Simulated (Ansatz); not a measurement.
Gas-phase electronic energies from Ansatz, PBE0-D4/def2-TZVP geometries. CCSD(T)/CBS adds triple-zeta CCSD(T) − MP2 to the extrapolated MP2 energy (def2 sets, frozen cores). This one scheme is used for every species. Functionals use def2-TZVPP. B3LYP here is the variant with VWN-RPA as its local correlation; programs differ in this. Each species was taken in one conformer, which may not be the lowest.

Reaction (redistribution): `FC[SiH2][SiH2]F` + `F[SiH](F)S` → `F[SiH2][SiH2]F` + `FC[SiH](F)S`

| level | ΔE (kJ/mol) | difference from CCSD(T)/CBS |
| --- | --- | --- |
| B3LYP-D4 | 23.6 | -2.0 |
| ωB97M-V | 25.2 | -0.4 |
| B2PLYP | 24.6 | -1.0 |
| PBE | 25.0 | -0.6 |
| r2SCAN | 27.0 | 1.4 |
| PBE0 | 25.8 | 0.2 |
| B3LYP | 23.3 | -2.3 |
| HF/def2-TZVPP | 23.7 | -1.9 |
| SCS-MP2/def2-TZVPP | 25.0 | -0.6 |
| SCS-MP2/def2-QZVPP | 24.1 | -1.5 |
| CCSD(T)/CBS | 25.6 | 0 |

Largest T1 diagnostic among the species: 0.012.
